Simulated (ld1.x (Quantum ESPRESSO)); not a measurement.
## Before and after: TM potential for Cl (Z = 17)

| Item | Value |
| --- | --- |
| Element | Cl (Z = 17) |
| Generator | ld1.x (Quantum ESPRESSO) 7.5 |
| Type | norm-conserving Troullier–Martins (Kleinman–Bylander form) |
| Functional | PBE |
| Relativity | non-relativistic |
| Frozen core | [Ne] |
| Valence charge | 7 |
| Reference configuration | 3s2 3p5 |
| Partial waves | 3p (bound): rc 1.25 bohr; 3d channel at 0.05 Ry: rc 1.20 bohr; 3s (bound): rc 1.30 bohr |
| Local potential | the s channel |
| Core correction | none |

Change: all radii scaled by about 1.23 (s 1.60, p 1.54, d 1.48 bohr).

Cutoffs: the cutoffs (Ry, on a coarse ladder) from which the occupation-weighted sum of valence levels, in a spherical-Bessel basis at the reference potential, stays within 10 and 1 mRy of its value at 400 Ry; they do not see the model core or the augmentation charge, which bear on the density cutoff. Errors are all-electron minus pseudo energies relative to the spin-unpolarised reference configuration.

Q: How do hardness, ghosts and transferability respond?

A: The potential gets softer (55 Ry and 80 Ry → 40 Ry and 60 Ry); of the 7 tests that both files solve, the error grows in 5 and shrinks in 0 by more than 15 % and 0.3 meV (median size 3.3 → 5.7 meV); neither file shows a bound ghost. A larger radius leaves more room for a smooth pseudo-wave, so fewer plane waves are needed. More of the atom is replaced by a form fitted at one configuration, so other configurations suffer.

| quantity | base | changed |
| --- | --- | --- |
| cutoff, loose | 55 Ry | 40 Ry |
| cutoff, tight | 80 Ry | 60 Ry |
| loose cutoff by channel (10 mRy a level) | p 12 Ry, s 30 Ry | p 12 Ry, s 21 Ry |
| bound ghosts | none | none |
| error for 3s2 3p4, meV [ΔE 13.89 eV] | +3.3 | +5.7 |
| error for 3s2 3p3, meV [ΔE 39.35 eV] | +21 | +35 |
| error for 3s2 3p2, meV [ΔE 77.66 eV] | +72 | +112 |
| error for 3s2 3p4.5, meV [ΔE 5.59 eV] | +0.6 | +1.1 |
| error for 3s1 3p6, meV [ΔE 11.97 eV] | +0.3 | +1.7 |
| error for 3s2 3p5.3, meV [ΔE -2.14 eV] | +0.1 | +0.2 |
| error for 3s1 3p5, meV [ΔE 26.41 eV] | +5.8 | +6.4 |
